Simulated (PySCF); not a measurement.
C₂H (SMILES [C-]#C), charge -1, singlet, at a GFN2-xTB geometry. Base run: HF/def2-SVPD (PySCF).

Input for PySCF:
```python
from pyscf import gto, scf, solvent

mol = gto.Mole()
mol.atom = '''
    C    -0.000000   -0.000000   -0.479965
    C     0.000000    0.000000    0.746059
    H    -0.000000   -0.000000   -1.596566
'''
mol.basis = 'def2-svpd'
mol.charge = -1
mol.spin = 0
mol.verbose = 4
mol.build()

mf = scf.RHF(mol)
mf.kernel()
```

The base run was repeated with changes; each row names its change, and settings that it needs were set with it.

| change | ΔE vs base (kcal/mol) | HOMO-LUMO gap (eV) |
|---|---|---|
| base | 0.000 | 10.67 |
| model = SS(V)PE; solvent = dichloromethane | -64.8 | 12.24 |
| model = IEF-PCM; solvent = tetrahydrofuran | -63.7 | 12.21 |
| model = IEF-PCM; solvent = dichloromethane; vdw_scale = 1.1 | … | … |
| model = ddCOSMO; solvent = dichloromethane | -63.8 | 12.30 |
| model = IEF-PCM; solvent = dichloromethane; lebedev_order = 11 | … | … |
| model = IEF-PCM; solvent = dichloromethane; lebedev_order = 41 | -65.6 | 12.25 |
| model = IEF-PCM; solvent = dichloromethane; vdw_scale = 1.4 | -57.89 | 11.74 |
| model = IEF-PCM; solvent = dichloromethane; r_probe = 0.5 | -54.58 | 11.55 |
| model = IEF-PCM; solvent = dichloromethane; vdw_scale = 1.0 | -71.7 | 12.85 |
| model = C-PCM; solvent = dichloromethane | -65.9 | 12.27 |
| model = IEF-PCM; solvent = water | … | … |

Q: Fill in the missing entries.

A: 
- model = IEF-PCM; solvent = dichloromethane; vdw_scale = 1.1, ΔE vs base (kcal/mol): -69.1
- model = IEF-PCM; solvent = dichloromethane; vdw_scale = 1.1, HOMO-LUMO gap (eV): 12.55
- model = IEF-PCM; solvent = dichloromethane; lebedev_order = 11, ΔE vs base (kcal/mol): -64.6
- model = IEF-PCM; solvent = dichloromethane; lebedev_order = 11, HOMO-LUMO gap (eV): 12.23
- model = IEF-PCM; solvent = water, ΔE vs base (kcal/mol): -73.4
- model = IEF-PCM; solvent = water, HOMO-LUMO gap (eV): 12.45

The base is the gas phase, so ΔE is the electrostatic part of solvation at a fixed geometry, without cavity and dispersion terms.

The gas-phase anion may not be bound at this level, which the solvent then changes.
